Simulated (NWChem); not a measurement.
# C$_{2}$H$_{5}$NOSi; SMILES O[Si@@H]1C=NC1

```xyz
10

O      0.0352    -2.0243     0.3773
Si     0.0230    -0.5488    -0.3943
C      1.0966     0.9284     0.0794
N      0.1129     1.7577     0.2101
C     -1.1224     0.9097     0.0819
H      0.0397    -2.0081     1.3450
H      0.0546    -0.9131    -1.8344
H      2.1288     1.2758     0.1604
H     -1.8201     1.3251    -0.6537
H     -1.6411     0.8657     1.0458
```
Atoms are numbered in this order, from 1.

Program: NWChem. Medium grid unless said otherwise, to which SCAN and Minnesota functionals are sensitive. Coordinates come from a B3LYP/6-31G* (spherical d) optimisation. B3LYP is NWChem's, with the RPA form of VWN correlation.

Problem. Among these, which level gives the highest value of “orbital gap (eV)”?
(A) r2SCAN/def2-SVP
(B) PBE0/def2-SVP
(C) Hartree-Fock/def2-SVP
(D) PBE/def2-SVP

Solution. C, Hartree-Fock/def2-SVP. Values: PBE/def2-SVP 3.43; r2SCAN/def2-SVP 3.88; PBE0/def2-SVP 5.95; Hartree-Fock/def2-SVP 13.49
